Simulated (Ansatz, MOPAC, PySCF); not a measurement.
System: H2B (cation, charge +1), singlet: symmetric bend, bond length relaxed. Scanned: H-B-H angle. Other coordinates (B-H bond length) were minimised at B3LYP/def2-TZVP.

- CCSD/aug-cc-pVTZ = CCSD on RHF/aug-cc-pVTZ, frozen core (Ansatz, a program for electronic structure)
- PM7, restricted, heats of formation (MOPAC)
- RKS-B3LYP/6-31G* = PySCF with restricted B3LYP/6-31G*, spherical d
- FCI/aug-cc-pVTZ = full CI/aug-cc-pVTZ, frozen core in Ansatz

Energies relative to the lowest point of each profile, in kJ/mol:

```tsv
a / °	CCSD/aug-cc-pVTZ	PM7	RKS-B3LYP/6-31G*
180	0.0	0.0	0.0
167.93	4.6	3.0	4.6
160.56	12.0	7.7	12.1
151.92	25.2	16.0	25.3
138.28	56.4	35.2	56.4
128.50	87.0	53.2	86.9
121.25	114.4	68.7	114.2
109.71	167.0	96.2	166.8
99.75	222.2	121.4	222.0
88.63	295.6	148.2	295.9
79.07	369.5	166.9	371.2
68.18	466.0	177.8	471.3
```

### Question
What does FCI/aug-cc-pVTZ give at the same points?

### Answer
180: 0.0; 167.93: 4.6; 160.56: 11.9; 151.92: 25.1; 138.28: 56.2; 128.50: 86.7; 121.25: 114.0; 109.71: 166.5; 99.75: 221.4; 88.63: 294.5; 79.07: 368.0; 68.18: 463.3 (kJ/mol).

The scan ran from 180.0 to 60.0; beyond the range shown the relaxed coordinates jump or full CI changes its symmetry label.
